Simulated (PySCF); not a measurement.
## Checking a proposed structure

A compound C$_{6}$H$_{9}$ClSi gives the data below (simulated from a calculation) and was assigned the structure `CC#C[C@H]1C[Si@H](Cl)C1`.

$^{13}$C{$^{1}$H} NMR (computed): δ 115.0 (C), 83.4 (C), 6.6 (CH2), 5.7 (CH3), 2.9 (CH2), 1.2 (CH).

$^{1}$H NMR (400 MHz, computed): δ 5.27 (d, 1H), 2.08 (s, 3H), 0.80 (m, 1H), 0.79 (m, 1H), 0.65 (m, 1H), 0.14 (m, 1H), -0.11 (m, 1H).

In vacuum, equivalent nuclei averaged, single conformer, no relativistic terms. Shielding tensors at PBE0/pcSseg-1 (GIAO); coordinates at the GFN2-xTB level; PySCF 2.14.

δ = σ(ref) − σ, references computed at the same level: $^{1}$H (31.72 ppm) and $^{13}$C (186.93 ppm) against TMS.

Task: Compare with the shifts computed for the proposed structure, pairing carbons in order of shift.

Result: Mapped SMILES: `[CH3:1][C:2]#[C:3][C@H:4]1[CH2:5][Si@H:6]([Cl:7])[CH2:8]1` (H(Xn): hydrogen on atom n).

| atom | computed for proposal | given list | difference |
| --- | --- | --- | --- |
| C3 | 92.7 | 115.0 | -22.3 |
| C2 | 85.4 | 83.4 | +2.0 |
| C5 | 34.0 | 6.6 | +27.4 |
| C8 | 34.0 | 5.7 | +28.3 |
| C4 | 21.3 | 2.9 | +18.4 |
| C1 | 4.8 | 1.2 | +3.6 |

The rms difference is 20.0 ppm and the largest +28.3 ppm at C8 (sp3 CH2 bonded to Si). The proposal also would give 5 carbon signals, not 6. The carbon types in order of shift don't match either: C, C, CH2, CH2, CH, CH3 for the proposal against C, C, CH2, CH3, CH2, CH in the data. The proposal doesn't fit.

Task: Which isomer fits?

Result: `C(C)#C[Si@@H](Cl)C1CC1`.

Carbon types of the structure: 2 × C, 1 × CH, 2 × CH2, 1 × CH3, leaving 1 H on heteroatoms. δC 115.0, 83.4: alkyne carbon. δC 6.6, 2.9, 1.2: three-membered-ring carbon; carbons of three-membered rings are unusually shielded. δC 5.7: propargylic methyl carbon; a saturated carbon with 1 carbon neighbour and no heteroatom attached. δH 0.80, 0.79, 0.65, 0.14, -0.11: hydrogen on a three-membered-ring carbon; cyclopropane-type protons are shielded by the ring.

Other isomers checked: C=C1C[C@@H]1[C@]1(Cl)C[SiH2]1 (rms 26.8 ppm); C=C1C[Si@H]1C1(Cl)CC1 (rms 28.0 ppm).

This is the structure that produced the data.

Shifts are as computed. Against solution values, carbons near 30 ppm lie about +3 ppm off and those near 130 ppm about +5 ppm. Of 1309 compounds with measured shifts, 239 miss one by over three times the rms of a fit or turn the order of signals round; such compounds aren't used in these exercises. No couplings were computed; multiplicities are counted from neighbouring protons, with m where these are inequivalent, close in shift, in a saturated or five-membered ring or joined by F or P, and br s for small geminal =CH2 splittings.
